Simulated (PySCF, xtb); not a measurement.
C₂H₄NO, SMILES C(N)(=O)[CH2], multiplicity 2. The values are those of a single conformer.

Harmonic wavenumbers (cm⁻¹) from GFN2-xTB run with xtb at its own minimum, in rising order: 94, 276, 408, 462, 510, 558, 707, 914, 952, 1043, 1264, 1377, 1438, 1593, 3119, 3180, 3487, 3562.

### Question
What does PBE-D3(BJ)/def2-SVP (PySCF 2.14.0) give at its own minimum? (The exact figures need the calculation; the answer reports its results.)

### Answer
75, 231, 405, 501, 533, 590, 723, 892, 915, 1060, 1303, 1404, 1522, 1665, 3080, 3217, 3509, 3651. Paired by order, the mean absolute difference is 37 cm⁻¹ and the zero-point energies are 35.7 and 36.1 kcal/mol.
